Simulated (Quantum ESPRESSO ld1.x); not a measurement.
One sound ld1.x (Quantum ESPRESSO 7.5) input for the manganese ion Mn3+ gives E = -1156.524 hartree in 35 iterations:

```
 &input
    zed=25.0,
    iswitch=1,
    rel=1,
    dft='BLYP',
    config='[Ar] 3d4',
    prefix='ld1',
    max_out_wfc=37,
    file_charge='ld1.rho',
 /
```

Changed or added lines, one case at a time, and what came of them:

- config='[Ar] 3d': refused. The program stops in el_config with "no occupancy field?": each term needs its occupation.
- xmin=-20.0: not converged. The mesh starts very near the nucleus; the cycle ends with warnings and the numbers are not to be used.
- config='[Ar] 3d4 4p3': ran as typed. The string holds 25 electrons for Z = 25, so the species has charge 0 and is not the one meant. The run is valid for that other species.
- relpert=.true.: refused. The program stops in ld1_readin with "perturbative SO-splitting for AE calculations with rel=0 only": the perturbative correction needs rel = 0.
- config='[Ar] 3d4 2d1': refused. The program stops in el_config with "main/angular quantum number mismatch": l must be smaller than n.
- rel=3: refused. The program stops in ld1_readin with "wrong rel": rel takes 0, 1 or 2.
- rel=2 lsd=1: refused. The program stops in ld1_readin with "local spin density and spin-orbit not allowed": spin polarisation goes with rel = 0 or 1 alone.
